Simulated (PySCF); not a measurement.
C4H9N. Atoms are numbered in the order given.

```xyz
14

C     -0.1020    -0.9222     1.7082
N      0.5508     0.0600     0.8667
C      0.1049     0.2498    -0.3247
C      0.7887     1.2738    -1.1943
C     -1.0749    -0.4903    -0.9272
H     -0.0782    -1.9475     1.2689
H     -1.1773    -0.6851     1.8878
H      0.3982    -0.9707     2.6960
H      1.1767     0.8058    -2.1249
H      0.0730     2.0618    -1.5142
H      1.6244     1.7387    -0.6403
H     -1.9921    -0.3264    -0.3216
H     -0.8949    -1.5868    -0.9239
H     -1.2855    -0.1765    -1.9667
```

Coordinates come from a PBE-D3(BJ)/def2-SVP optimisation.

Calculation: TDA-PBE/def2-SVPD in PySCF.

Vertical excitations. The molecule is in vacuum.

```
state  energy (eV)  λ (nm)      f                                            main pairs
-----  -----------  ------  -----  ----------------------------------------------------
S1            4.79     259  0.001                                        HOMO→LUMO 99 %
S2            5.40     229  0.004                                      HOMO→LUMO+1 99 %
S3            6.12     203  0.034                                     HOMO→LUMO+2 100 %
S4            6.57     189  0.017                                   HOMO−1→LUMO+1 100 %
S5            6.70     185  0.002                                      HOMO→LUMO+3 95 %
S6            7.06     176  0.009                                     HOMO→LUMO+4 100 %
S7            7.17     173  0.052                    HOMO→LUMO+5 80 %, HOMO−1→LUMO 17 %
S8            7.30     170  0.002                                   HOMO−1→LUMO+2 100 %
S9            7.41     167  0.118                    HOMO→LUMO+6 62 %, HOMO−1→LUMO 22 %
S10           7.53     165  0.233  HOMO→LUMO+6 38 %, HOMO−1→LUMO 37 %, HOMO→LUMO+5 10 %
T1            3.99     311      0                                       HOMO→LUMO 100 %
T2            4.62     268      0                                      HOMO−1→LUMO 98 %
T3            5.31     233      0                                     HOMO→LUMO+1 100 %
T4            6.04     205      0                                     HOMO→LUMO+2 100 %
```
Triplets are in the Tamm–Dancoff approximation.
